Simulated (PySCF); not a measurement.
# Sn²⁷⁺: ionisation energy

Sn²⁷⁺ [Ar] 3d5 [3d3/2^4 3d5/2^1, M_J = 5/2] → Sn²⁸⁺ [Ar] 3d4 [3d3/2^4, M_J = 0], as a difference of total energies. All numbers are calculated (PySCF 2.14, the two-component X2C-1e Hamiltonian, in an uncontracted even-tempered set (16 s from 4 bohr⁻², ratio 2.8; 12 p from 5.2 bohr⁻², ratio 2.8; 8 d from 5.2 bohr⁻², ratio 2.8; 3 f from 19 bohr⁻², ratio 3)). Correlated levels: [Ne] frozen; the 74 highest virtual spinors dropped. "Screened" scales the spin-orbit matrix elements by Boettger's factors to mimic the two-electron term; Breit and QED terms are absent.

| method | ionisation energy (eV) |
| --- | --- |
| GHF (spin-free) | 1519.2 |
| GMP2 (spin-free) | 1519.3 |
| GHF (screened spin-orbit) | 1511.5 |
| GMP2 (screened spin-orbit) | 1510.9 |

Breit and QED terms and the two-electron picture change are absent.

The spin-free rows relax to the high-spin LS determinant and lack the spin-orbit shift.

The labels give the starting determinants; with spin-orbit coupling the two ends relaxed to ⟨J²⟩ = 8.76, ⟨L²⟩ = 0.56, ⟨S²⟩ = 7.62 and ⟨J²⟩ = 0.78, ⟨L²⟩ = 3.52, ⟨S²⟩ = 3.52.

The determinant of Sn²⁸⁺ mixes levels of different J (the jj label is only the starting occupation), so the difference between spin-free and spin-orbit rows is not the physical spin-orbit shift.

For comparison: 1508 ± 4 eV (theoretical estimate listed by NIST; NIST Atomic Spectra Database, ionization energies).
